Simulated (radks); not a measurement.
Results of a calculation; reference values are marked as such.
Ionisation of As, [Ar] 3d10 4s2 4p3, to As+, [Ar] 3d10 4s2 4p2, under several functionals. Scalar-relativistic Kohn-Sham, spin-polarised, spherical densities, point nucleus; open shells are filled with parallel spins first; a radial shooting solver on a logarithmic mesh with Libxc functionals. Known Delta-SCF values: AM05 9.856 eV. What does PBEsol give, and what is its highest occupied eigenvalue?

Answer. 9.896 eV by Delta-SCF; the 4p eigenvalue is -5.908 eV. NIST: 9.789 eV (measured).
